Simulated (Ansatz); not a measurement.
Cartesian coordinates in Å:
```
O -0.113 1.751 0.564
C -0.387 0.558 0.116
C 0.345 0.236 -1.219
F -0.001 1.139 -2.153
F 0.044 -0.975 -1.760
F 1.683 0.277 -1.126
C -0.087 -0.557 1.159
F -0.807 -0.340 2.273
F 1.199 -0.611 1.539
F -0.412 -1.817 0.760
H -1.464 0.337 -0.154
```

The species carries charge -1 and has multiplicity 1.

**Question.** List the CAM-B3LYP/def2-TZVPPD orbital energies in eV (Ansatz 0.2.0). (Best estimate.)

**Answer.** The calculation gave: Occupied: -670.37, -670.37, -670.32, -670.32, -670.29, -670.29, -514.98, -281.06, -281.06, -276.18, -33.91, -33.78, -31.42, -31.37, -31.33, -31.27, -23.50, -18.36, -17.19, -15.63, -14.22, -14.10, -13.98, -13.89, -13.34, -11.31, -10.95, -10.83, -10.71, -10.59, -9.88, -9.75, -9.42, -9.38, -9.13, -8.98, -8.53, -8.11, -7.11, -2.97, -2.74. Lowest empty: 4.21, 4.66, 4.92, 4.98, 5.59, 5.65, 5.72, 5.92.
